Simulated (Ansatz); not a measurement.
Total energies of [In(OMe)H3]- (CH6InO⁻) from Ansatz at PBE-D4/def2-TZVPD, gas phase (1 Eh = 27.2114 eV = 2625.5 kJ/mol). The reference geometry is relaxed at r2SCAN-D4/def2-TZVPD.

```
            state                         geometry  energy (Eh)
charge -1 singlet                        reference   -307.00052
 charge 0 doublet                        reference   -306.87022
 charge 0 doublet  relaxed at r2SCAN-D4/def2-TZVPD   -306.87921
```

In the def2 sets In takes a core potential; there is no spin–orbit coupling.

(1) Work out the vertical ionisation energy to the doublet.

(2) How much does the charge 0 doublet relax, and what is the adiabatic ionisation energy?

(1) E(charge 0 doublet) − E(charge -1 singlet) = -306.87022 − (-307.00052) = 0.13030 Eh = 3.55 eV. For comparison, −ε of the highest occupied level is 0.52 eV at this level, 3.03 eV less.

(2) Relaxation: -306.87022 − (-306.87921) = 0.00899 Eh = 0.24 eV. Adiabatic ionisation energy: 0.12131 Eh = 3.30 eV, without zero-point energy.
